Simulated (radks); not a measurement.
The numbers below are computed, except where a source is named.
Ionisation of neutral praseodymium, [Xe] 4f3 6s2, to [Xe] 4f3 6s1 as the strength of local exchange is varied. Level of theory: Dirac Kohn-Sham, Slater X-alpha exchange (alpha = 2/3 is LDA exchange), no correlation, spin-unpolarised, spherical densities, point nucleus; open shells fill j = l - 1/2 first (a radial shooting solver on a logarithmic mesh with Libxc functionals).

alpha,E(Pr) (hartree),exchange (hartree),IE (eV),-e of the level emptied (eV),<r> of it (bohr)
0.667,-9230.2596,-204.1530,5.086,2.811 (6s1/2),4.573
0.77,-9261.8406,-236.5004,5.534,3.210 (6s1/2),4.449
0.819,-9276.9029,-251.9615,5.760,3.417 (6s1/2),4.390
0.875,-9294.1471,-269.6892,6.027,3.663 (6s1/2),4.322
0.893,-9299.6966,-275.4004,6.114,3.744 (6s1/2),4.301
0.912,-9305.5580,-281.4359,6.207,3.830 (6s1/2),4.278
1.033,-9342.9717,-320.0390,6.820,4.403 (6s1/2),4.140

NIST Atomic Spectra Database: 5.470 eV (semi-empirical). The Delta-SCF value meets it near alpha = 0.76. Spin polarisation and multiplet splitting are left out, so open shells lie too high by an amount that depends on their filling.

Beside tabulated values, note that spin-unpolarised runs miss the spin-polarisation part of the exchange energy of open shells.
